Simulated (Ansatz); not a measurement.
`C[SiH](F)S[SiH3]` + HCl → `C[SiH](F)Cl` + `[SiH3]S` at 600 K and 1 bar (ligand exchange at the Si–S bond).

Calculated with Ansatz (gas phase, PBE0-D4/def2-TZVP geometries, no zero-point term in ΔE). CBS: MP2 limit from def2 TZ/QZ plus the TZ coupled-cluster correction, frozen cores. This one scheme is used for every species. Each species was taken in one conformer, which may not be the lowest.

```
           species  CCSD(T)/CBS energy (Eh)  H − E (kJ/mol)  S (J/(mol·K))
`C[SiH](F)S[SiH3]`              -1118.12297           274.8          500.2
               HCl               -460.38127            35.4          207.2
     `C[SiH](F)Cl`               -889.24457           181.4          390.8
         `[SiH3]S`               -689.27336           126.3          326.2
```

H − E and S are ideal-gas, rigid-rotor, harmonic terms from PBE0-D4/def2-TZVP, for one conformer and one mirror image of each species. 1 Eh = 2625.50 kJ/mol, R = 8.31446 J/(mol·K).

Task: By hand: ΔE, ΔH, ΔS and ΔG.

Result: ΔE = (-889.24457) + (-689.27336) − (-1118.12297) − (-460.38127) = -0.01369 Eh = -35.9 kJ/mol. Δ(H − E) = 181.4 + 126.3 − 274.8 − 35.4 = -2.5, so ΔH = -38.4 kJ/mol. ΔS = 390.8 + 326.2 − 500.2 − 207.2 = 9.6 J/(mol·K). ΔG = -38.4 − 600 × (9.6)/1000 = -44.2 kJ/mol.

Task: By hand: the equilibrium constant, and the temperature at which ΔG would vanish if ΔH and ΔS stayed fixed.

Result: log₁₀ K = −ΔG/(RT ln 10) = 3.8. ΔH and −TΔS have one sign here, so there is no such temperature.

The number of gas molecules stays the same, so ΔS is small and ΔH decides. A doubt of 5 kJ/mol in ΔE shifts log₁₀ K by 0.4 here. Other conformers and mirror images would add mixing entropy, several J/(mol·K) or more a flexible species. Modes under 60 cm⁻¹, often nearly free rotors, make the harmonic entropy too high. These are equilibria of isolated gas molecules and say nothing of rates. Largest T1 diagnostic: 0.011 (customary marks: 0.02 for closed shells, 0.045 for open ones).

ΔS is within the doubt of such terms, so its sign, and with it that verdict, could turn.
